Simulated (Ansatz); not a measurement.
The cluster P₂W₂ was relaxed with PBE-D4 (def2-SVP) in Ansatz in these states: neutral quintet, neutral triplet. The geometries follow in no particular order.

In the def2 sets W takes a core potential; there is no spin–orbit coupling.

A:

```
atom   x (Å)   y (Å)   z (Å)
  W1   0.500   0.955   0.659
  W2  -1.160  -0.475   0.162
  P3  -0.284   0.870  -1.555
  P4   0.944  -1.351   0.735
```

B:

```xyz
4

W     0.782   -0.968    0.040
W    -1.203    0.137    0.290
P     0.676    0.863    1.557
P    -0.255   -0.032   -1.887
```

Q: Judge from the bond lengths which geometry belongs to which state (an estimate).

A: A is the neutral triplet (W1–W2 2.247 Å, W1–P3 2.350 Å, W2–P4 2.350 Å); B is the neutral quintet (W1–W2 2.285 Å, W1–P3 2.380 Å, W2–P4 2.380 Å).

At PBE0-D4/def2-TZVP a triplet lies 1.15 eV below the neutral quintet. These are the stationary points nearest to one start from a short search; other shapes may lie lower in each state.
